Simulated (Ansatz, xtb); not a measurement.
# Ranking isomers of C2H10BNSi

5 gas-phase structures of C2H10BNSi, from a drawn sample of its isomers (lower ones may exist). Each was relaxed with GFN2-xTB; where two conformers were screened, the lower at r2SCAN-D4/def2-SVP is listed:

A. `B[Si@@H](C)CN`, a singlet
B. `B[Si](C)(C)N`, a singlet
C. `BC[SiH2]CN`, a singlet
D. `BC[Si@@H](C)N`, a singlet
E. `B[C@@H](N)[SiH2]C`, a singlet

Problem. Which do you expect lowest at r2SCAN-D4/def2-SVP, and how would the others follow?

Solution. Calculated order at r2SCAN-D4/def2-SVP: D (0.000), B (0.660), E (1.338), C (1.397), A (1.942) eV.

Energies above the lowest of each column, in eV; the last columns are at B3LYP/def2-SVP geometries and were run for some of them only (a dash: not run or not comparable):

```
structure  GFN2-xTB  HF/STO-3G  r2SCAN-D4/def2-SVP  B3LYP/def2-SVP  CCSD(T)/def2-SVP + ΔMP2/def2-TZVPP
        D     0.000      0.000               0.000           0.000                               0.000
        B     0.698      0.321               0.660           0.590                               0.575
        E     0.936      1.195               1.338           1.308                               1.509
        C     0.988      1.004               1.397               –                                   –
        A     1.534      1.482               1.942               –                                   –
```

Every level run on D puts it lowest or level with the lowest. Flexible structures stand in one conformer each, not always the lowest. Frequencies (GFN2-xTB) were run for B, D, E alone. The ΔMP2 step shifts differences by up to 0.184 eV, which makes them less sure. ΔMP2 is the change of the MP2 energy from the smaller to the larger basis.

Over these structures GFN2-xTB departs from r2SCAN-D4/def2-SVP by 0.204 eV on average once a common shift is removed. A GFN2-xTB relaxation took about 0.094 s and the r2SCAN-D4/def2-SVP energy about 1.2 s on a shared host (Ansatz 0.2.0, xtb 6.7.1).
